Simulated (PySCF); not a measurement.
Dissociation curve of AuH, singlet.

Calculation: PySCF 2.14.0 with CCSD(T) on UHF/def2-TZVP, def2 effective core potentials past Kr.

Task: Relative to R = 1.54 Å, what are the energies at R = 1.60, 1.70, 3.06, 6.23 Å?

Result: 4.2 kJ/mol at 1.60 Å, 20.9 kJ/mol at 1.70 Å, 278.6 kJ/mol at 3.06 Å, 289.0 kJ/mol at 6.23 Å.

The unrestricted determinant behind UCCSD(T) is spin-contaminated at 2.09 to 6.23 Å (<S²> up to 1.0, against 0.00 for a pure singlet).
